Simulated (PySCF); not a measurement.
Calculated NMR parameters of C[C@@H]1CCCN(C)N1[SiH3]

```yaml
Formula: C6H16N2Si
SMILES: C[C@@H]1CCCN(C)N1[SiH3]
InChI: InChI=1S/C6H16N2Si/c1-6-4-3-5-7(2)8(6)9/h6H,3-5H2,1-2,9H3/t6-/m1/s1
Point_group_of_the_computed_structure: C1
Degrees_of_unsaturation: 1
Carbon_signals: 6
Proton_signals: 10
```

Mapped SMILES: `[CH3:1][C@@H:2]1[CH2:3][CH2:4][CH2:5][N:6]([CH3:7])[N:8]1[SiH3:9]`; H(Xn) means a hydrogen on atom n. Ha(C3), Ha(C4), Ha(C5) are cis to C1 on the ring; Hb(C3), Hb(C4), Hb(C5) are trans to C1 on the ring.

[PySCF 2.14.0 with density-fitted response routines: σ from GIAO-PBE0/pcSseg-1; structure optimised with GFN2-xTB; no solvent; one computed conformer; averaged over atoms made equivalent by symmetry, fast rotation or ring inversion; relativity neglected]

Chemical shifts δ = σref − σ; 1H (σ = 31.72 ppm), 13C (σ = 186.93 ppm), 29Si (σ = 349.16 ppm) against TMS; 15N (σ = 267.73 ppm) vs NH3, all at this level.

```tsv
carbon	δC, type	δH (multiplicity)	HMBC from (2–3 bonds)	span of the C tensor (ppm)
C1	24.4, CH3	1.11 (d)	H(C2), Hb(C3), Ha(C3)	35
C2	46.8, CH	3.20 (m)	H(Si9), Hb(C4), Hb(C3), Ha(C4), Ha(C3), H(C1)	21
C3	36.2, CH2	Hb(C3) 1.44 (m); Ha(C3) 1.22 (m)	Ha(C5), H(C2), Hb(C5), Hb(C4), Ha(C4), H(C1)	23
C4	22.0, CH2	Hb(C4) 2.05 (m); Ha(C4) 1.22 (m)	Ha(C5), H(C2), Hb(C5), Hb(C3), Ha(C3)	24
C5	52.5, CH2	Hb(C5) 2.67 (m); Ha(C5) 3.28 (m)	H(C7), Hb(C4), Hb(C3), Ha(C4), Ha(C3)	38
C7	42.1, CH3	2.75 (s)	Ha(C5), Hb(C5)	81
```

Other nuclei:
| atoms | nucleus | environment | δ (ppm) | σ (ppm) |
| --- | --- | --- | --- | --- |
| H(Si9) | 1H | hydrogen on a silicon bonded to N | 4.78 | 26.94 |
| Si9 | 29Si | silicon bonded to N, 3 H | -64.9 | 414.0 |
| N8 | 15N | nitrogen bonded to O or N | 95.6 | 172.1 |
| N6 | 15N | nitrogen bonded to O or N | 86.5 | 181.2 |

- Carbon types of the structure: 1 × CH, 3 × CH2, 2 × CH3, leaving 3 H on heteroatoms.
- δC 52.5: sp3 CH2 bonded to N; deshielded by the electronegative neighbour.
- δC 46.8: sp3 CH bonded to N; the inductive effect lowers its shielding.
- δC 42.1: methyl carbon bonded to N; the inductive effect lowers its shielding.
- δC 24.4: methyl carbon; saturated and bonded to C and H only.
- δH 2.75: hydrogen on a methyl carbon bonded to N; its carbon carries N, which withdraws density.

Shifts are as computed. Against solution values, carbons near 30 ppm lie about +3 ppm off and those near 130 ppm about +5 ppm. Of 1211 compounds with measured shifts, 218 miss one by over three times the rms of a fit or turn the order of signals round; such compounds aren't used in these exercises. Experimental scales use liquid or dissolved standards, which lie at an offset from isolated NH3 (liquid NH3: subtract about 20 ppm). No couplings were computed; multiplicities are counted from neighbouring protons, with m where these are inequivalent, close in shift, in a saturated or five-membered ring or joined by F or P, and br s for small geminal =CH2 splittings.
